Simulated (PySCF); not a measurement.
# Excitation energy of Mn⁺ by level of theory

Mn⁺ [Ar] 3d5 4s1 (7S) → Mn⁺ [Ar] 3d6 (5D), as a difference of total energies. All numbers are calculated (PySCF 2.14, the spin-free X2C one-electron Hamiltonian (Gaussian nucleus), in aug-cc-pVDZ-DK (7s6p4d2f, 59 functions)). Correlated levels: valence: [Ar] frozen. The calculations carry no spin-orbit coupling.

```csv
method,excitation energy (eV),error (eV)
UHF,3.527,+1.719
LDA,1.624,-0.184
PBE,1.578,-0.230
PBE0,1.864,+0.056
r2SCAN,2.146,+0.338
r2SCAN0,2.268,+0.460
TPSSh,1.566,-0.242
wB97M-V,1.495,-0.313
MP2 (valence),2.275,+0.467
SCS-MP2 (valence),1.952,+0.144
```

Reference: 1.808 eV (measured; NIST levels, between the centres of gravity of the two terms).

Errors of the correlated levels include the incompleteness of this basis and the frozen core.
